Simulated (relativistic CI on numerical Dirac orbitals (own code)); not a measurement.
Method of calculation: Dirac-Coulomb-Breit CI, orbitals from a KLI potential per configuration, model QED, unscaled Slater integrals (own radial code, finite nucleus).

CI space (outside the closed core [Kr] 4d10): 4f14 5s2 5p6 5d3, 4f14 5s2 5p6 5d2 6s, 4f14 5s2 5p6 5d2 5f, 4f14 5s2 5p5 5d4, 4f14 5s2 5p6 5d2 6p, 4f14 5s2 5p6 5d 6s 6p, 4f14 5s2 5p6 5d2 5g, 4f14 5s2 5p6 5d 5f 6s, 4f14 5s2 5p6 5d2 6d, 4f14 5s 5p6 5d4, 4f14 5s2 5p6 5d2 7s, 4f14 5s2 5p5 5d3 5f, 4f14 5s2 5p6 5d2 7p, 4f14 5s2 5p6 5d2 6f, 4f14 5s2 5p6 5d2 7d, 4f14 5s2 5p5 5d3 6s, 4f14 5s2 5p5 5d3 5g, 4f14 5s2 5p6 5d2 8s, 4f13 5s2 5p6 5d4, 4f14 5s2 5p6 5d 5g 6p, 4f14 5s2 5p6 5d2 8p, 4f14 5s 5p6 5d3 5f, 4f14 5s2 5p6 5d 5f 5g, 4f13 5s2 5p6 5d3 6s, 4f14 5s2 5p6 5d 6s2, 4f14 5s2 5p6 5f 6s2, 4f14 5s2 5p6 6s2 6p, 4f14 5s2 5p6 5g 6s2, 4f14 5s2 5p6 6s2 6d, 4f14 5s2 5p6 5d 5f2, 4f14 5s2 5p6 5f2 6s, 4f14 5s2 5p6 5f3, 4f14 5s2 5p6 5f2 6p, 4f14 5s2 5p6 5f2 5g, 4f14 5s2 5p6 5f2 6d, 4f14 5s2 5p6 5d 6p2, 4f14 5s2 5p6 6s 6p2, 4f14 5s2 5p6 5f 6p2, 4f14 5s2 5p6 6p3, 4f14 5s2 5p6 5g 6p2, 4f14 5s2 5p6 6p2 6d, 4f14 5s2 5p6 5d 5f 6p, 4f14 5s2 5p6 5f 6s 6p, 4f14 5s2 5p6 5f 5g 6p, 4f14 5s2 5p6 5f 6p 6d, 4f14 5s2 5p6 5d 5g2, 4f14 5s2 5p6 5g2 6s, 4f14 5s2 5p6 5f 5g2, 4f14 5s2 5p6 5g2 6p, 4f14 5s2 5p6 5g3, 4f14 5s2 5p6 5g2 6d, 4f14 5s2 5p6 5d 5g 6s, 4f14 5s2 5p6 5f 5g 6s, 4f14 5s2 5p6 5g 6s 6p, 4f14 5s2 5p6 5g 6s 6d, 4f14 5p6 5d5, 4f14 5p5 5d6. Double excitations out of closed p, d and f shells are left out; levels of such configurations are missing from the list, as are those of other unlisted configurations, and high levels can miss mixing partners. These lack a partner that the ground configuration has and come out too high: 4f14 5s2 5p6 5d2 7s, 4f14 5s2 5p5 5d3 5f, 4f14 5s2 5p6 5d2 7p, 4f14 5s2 5p6 5d2 6f, 4f14 5s2 5p6 5d2 7d.

At this charge configurations can still be misplaced by up to about 7 % of their energy. Terms inside the open d or f shell come out 10 to 20 % too wide with unscaled integrals. Levels and lines within the n = 5 or 6 shells can be off by up to 10 % or somewhat more, and those that change n by about 2 %, since core polarisation is missing.

Outline of the computed level scheme of Au IX. Lowest level of each configuration: 4f14 5s2 5p6 5d3 4F_3/2 at 0.0000 eV; 4f14 5s2 5p6 5d2 6s 4F_3/2 at 28.7680 eV; 4f14 5s2 5p6 5d2 6p 4G°_5/2 at 40.8983 eV.

Some strong electric-dipole decays among the lowest 45 levels: 4f14 5s2 5p6 5d2 6p 4F°_3/2 → 4f14 5s2 5p6 5d3 4F_3/2 (2.1e+10 s⁻¹); 4f14 5s2 5p6 5d2 6p 4D°_1/2 → 4f14 5s2 5p6 5d3 4F_3/2 (1.9e+10 s⁻¹); 4f14 5s2 5p6 5d2 6p 2S°_1/2 → 4f14 5s2 5p6 5d3 4P_3/2 (1.2e+10 s⁻¹); 4f14 5s2 5p6 5d2 6p 4F°_5/2 → 4f14 5s2 5p6 5d3 4F_5/2 (1.1e+10 s⁻¹); 4f14 5s2 5p6 5d2 6p 4D°_7/2 → 4f14 5s2 5p6 5d3 4F_7/2 (1.1e+10 s⁻¹); 4f14 5s2 5p6 5d2 6p 2G°_9/2 → 4f14 5s2 5p6 5d3 4F_9/2 (9.8e+09 s⁻¹); 4f14 5s2 5p6 5d2 6p 4D°_3/2 → 4f14 5s2 5p6 5d3 4F_5/2 (8.4e+09 s⁻¹); 4f14 5s2 5p6 5d2 6p 4D°_7/2 → 4f14 5s2 5p6 5d3 4F_9/2 (7.2e+09 s⁻¹).

LS names give the leading component of a level, which can be under half, so a name can repeat, a term be missing and a line seem to break the LS rules.
